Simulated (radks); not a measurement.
The zirconium ion Zr4+, 36 electrons, occupied as [Kr] (the NIST ground configuration). Method: non-relativistic Kohn-Sham, exchange-only PBE, spin-polarised, spherical densities, point nucleus; relativity is left out, which matters for an element this heavy; computed with a radial shooting solver on a logarithmic mesh with Libxc functionals.

Normalised radial functions P(r) = r R(r), r in bohr:

r	3p
0.002114	0.0031
0.002731	0.0051
0.003528	0.0083
0.004593	0.0139
0.005934	0.0225
0.007665	0.0363
0.009981	0.0587
0.01289	0.0924
0.01665	0.1430
0.02151	0.2163
0.02801	0.3217
0.03618	0.4545
0.04674	0.6102
0.06086	0.7687
0.07862	0.8697
0.1016	0.8435
0.1322	0.5991
0.1708	0.1137
0.2207	-0.5485
0.2873	-1.2095
0.3712	-1.5723
0.4794	-1.5141
0.6243	-1.0992
0.8064	-0.6049
1.042	-0.2417
1.356	-0.0626
1.752	-0.0104
2.263	-0.0009
2.947	0.0000
3.807	0.0000

3p: eigenvalue -354.96 eV, 1 radial node at r = 0.179 bohr, <r> = 0.467 bohr, 90 % of the charge inside 0.707 bohr.
